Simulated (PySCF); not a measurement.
# Co (cobalt, neutral) across methods

[Ar] 3d9, 2D determinant (an excited configuration). Computed with PySCF 2.14 in dyall-av2z (16s12p7d2f, 101 functions), with no relativity, point nucleus.

| method | E (hartree) | mean ε 3p β (eV) | mean ε 3d α (eV) | mean ε 3d β (eV) | Σ⟨r²⟩ (bohr²) | ⟨S²⟩ |
| --- | --- | --- | --- | --- | --- | --- |
| UHF | -1381.14070 | -70.835 | -7.756 | -5.948 | 28.09 | 0.777 |
| HSE06 | -1382.402 | -59.881 | -3.197 | -2.205 | 30.54 | 0.758 |
| LDA | -1380.103 | -56.543 | -2.437 | -1.604 | 31.70 | 0.756 |
| PBE | -1382.411 | -56.593 | -2.203 | -1.404 | 32.00 | 0.757 |
| r2SCAN | -1382.596 | -58.013 | -2.122 | -1.214 | 31.53 | 0.760 |
| PBE0 | -1382.390 | -60.246 | -3.583 | -2.577 | 30.53 | 0.759 |
